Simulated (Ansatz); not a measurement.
`[OH][Sn][N]([SiH3])[SiH3]` + HCl → `[OH][Sn][Cl]` + `[SiH3]N[SiH3]` at 600 K and 1 bar (ligand exchange at the Sn–N bond).

Gas-phase electronic energies from Ansatz, PBE0-D4/def2-TZVP geometries. CCSD(T)/CBS is the MP2 limit (def2-TZVPP, def2-QZVPP) plus CCSD(T) − MP2 in def2-TZVPP, frozen cores. This one scheme is used for every species. def2 core potentials past Kr. For Sn outer-core shells are correlated without core-valence functions, which leaves a few kJ/mol of doubt a bond. One conformer a species, not always the lowest.

| species | CCSD(T)/CBS energy (Eh) | H − E (kJ/mol) | S (J/(mol·K)) |
| --- | --- | --- | --- |
| `[OH][Sn][N]([SiH3])[SiH3]` | -926.36330 | 260.9 | 528.7 |
| HCl | -460.38127 | 35.4 | 207.2 |
| `[OH][Sn][Cl]` | -749.66523 | 70.8 | 351.2 |
| `[SiH3]N[SiH3]` | -637.10515 | 230.1 | 420.5 |

H − E and S are ideal-gas, rigid-rotor, harmonic terms from PBE0-D4/def2-TZVP, for one conformer and one mirror image of each species. 1 Eh = 2625.50 kJ/mol, R = 8.31446 J/(mol·K).

**Question.** By hand: ΔE, ΔH, ΔS and ΔG.

**Answer.** ΔE = (-749.66523) + (-637.10515) − (-926.36330) − (-460.38127) = -0.02581 Eh = -67.8 kJ/mol. Δ(H − E) = 70.8 + 230.1 − 260.9 − 35.4 = 4.6, so ΔH = -63.2 kJ/mol. ΔS = 351.2 + 420.5 − 528.7 − 207.2 = 35.8 J/(mol·K). ΔG = -63.2 − 600 × (35.8)/1000 = -84.7 kJ/mol.

**Question.** By hand: the equilibrium constant, and the temperature at which ΔG would vanish if ΔH and ΔS stayed fixed.

**Answer.** log₁₀ K = −ΔG/(RT ln 10) = 7.4. ΔH and −TΔS have one sign here, so there is no such temperature.

TΔS isn't small against ΔH here. A doubt of 5 kJ/mol in ΔE shifts log₁₀ K by 0.4 here. Other conformers and mirror images would add mixing entropy, several J/(mol·K) or more a flexible species. Modes under 60 cm⁻¹, often nearly free rotors, make the harmonic entropy too high. These are equilibria of isolated gas molecules and say nothing of rates. Largest T1 diagnostic: 0.017 (customary marks: 0.02 for closed shells, 0.045 for open ones).
